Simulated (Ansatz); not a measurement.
Z-matrix (Å, degrees):
```
Si
C 1 1.887
C 1 1.901 2 68.9
H 1 1.486 2 117.9 3 112.7
H 1 1.486 2 117.9 3 -112.7
N 2 1.291 1 97.2 3 -0.0
H 2 1.088 1 142.2 3 180.0
N 3 1.253 1 141.2 2 -180.0
H 8 1.024 3 110.2 1 180.0
```

Charge 0, multiplicity 1.

Question: List the B3LYP/def2-TZVPP orbital energies in eV (Ansatz 0.2.0). (Estimate.)

Answer: Computed: Occupied: -1799.64, -390.40, -389.47, -278.63, -278.44, -144.17, -99.51, -99.47, -99.46, -26.57, -24.39, -17.52, -16.46, -14.38, -13.00, -12.28, -11.56, -9.87, -9.82, -8.47, -8.17, -7.04. Lowest empty: -2.03, -0.66, -0.51, 0.77, 1.12, 1.97, 2.13, 3.12.

B3LYP here is the variant with VWN-RPA as its local correlation; programs differ in this.
